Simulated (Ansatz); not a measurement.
Program: Ansatz. Geometries: PBE0-D4/def2-TZVP. ΔE: electronic, gas phase. CCSD(T)/CBS is the MP2 limit (def2-TZVPP, def2-QZVPP) plus CCSD(T) − MP2 in def2-TZVPP, frozen cores. This one scheme is used for every species. Functionals use def2-TZVPP. Elements past krypton have def2 core potentials. For Br, Sn outer-core shells are correlated without core-valence functions, which leaves a few kJ/mol of doubt a bond. Scalar relativity is left out up to krypton. One conformer a species, not always the lowest.

Consider the ligand exchange at the Sn–S bond: `[F][Sn][SH]` + HBr → `[F][Sn][Br]` + H₂S.

`[F][Sn][SH]`:

Z-matrix (Å, degrees):
```
Sn
F 1 1.948
S 1 2.426 2 94.0
H 3 1.346 1 90.4 2 0.0
```

HBr:

```xyz
2

Br   -0.647   -0.015    0.293
H     0.647    0.015   -0.293
```

`[F][Sn][Br]`:

```xyz
3

F     0.741    0.807    1.202
Sn   -0.801   -0.169    0.557
Br    0.060   -0.638   -1.759
```

H₂S:

Z-matrix (Å, degrees):
```
S
H 1 1.341
H 1 1.341 2 92.3
```

```csv
level,ΔE (kJ/mol),difference from CCSD(T)/CBS
PBE-D4,-43.1,5.5
revPBE-D4,-42.6,6.0
BLYP-D4,-45.9,2.7
B97M-V,-45.5,3.1
ωB97X-V,-49.4,-0.8
PBE,-44.0,4.6
r2SCAN,-45.8,2.8
CAM-B3LYP,-50.0,-1.4
RPA@PBE/def2-TZVPP,-42.2,6.4
CCSD/CBS(def2),-51.3,-2.7
CCSD(T)/CBS,-48.6,0
```

Largest T1 diagnostic among the species: 0.016.

In def2-TZVPP, CCSD(T) changes the Hartree–Fock value by +16.8 kJ/mol (the triples alone add +2.7 kJ/mol) and MP2 by +16.0 kJ/mol. Leaving LDA and LC-ωPBE aside and taking each functional with its dispersion term where it has one, the values, not all of them listed here, spread over 10.3 kJ/mol, from BHLYP-D4 to revPBE-D4. LDA lies +5.8 kJ/mol from PBE without D4. From BLYP to BHLYP (50 % exact exchange), in def2-TZVPP and without D4, ΔE moves by −5.4 kJ/mol.
